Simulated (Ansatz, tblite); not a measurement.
Forces on the cluster H₂Au₂ at its r2SCAN-D4/def2-TZVP geometry. The state is a singlet with charge 0.

In the def2 sets Au takes a core potential; there is no spin–orbit coupling. The xTB rows come from tblite. The structure comes from a short search, and lower isomers may exist.

GFN1-xTB (tblite), largest force 1.04 eV/Å:

```xyz
4
positions Å, forces eV/Å
Au    0.279    0.349   -0.532   -0.043   -0.580    0.083
Au   -0.964    0.038    1.841    0.478   -0.160   -0.912
H    -0.327   -0.849    0.625   -0.015    0.687    0.028
H     1.012    0.463   -1.933   -0.420    0.053    0.801
```

GFN2-xTB (tblite), largest force 1.62 eV/Å:

```
Au 0.707 -0.549 -1.348
Au 0.185 -0.534 -0.352
H -0.361 0.854 0.688
H -0.530 0.229 1.012
```

PBE-D4/def2-TZVP (Ansatz), largest force 0.33 eV/Å:

```
Au -0.009 0.112 0.017
Au -0.147 0.077 0.281
H 0.064 -0.159 -0.122
H 0.093 -0.029 -0.177
```
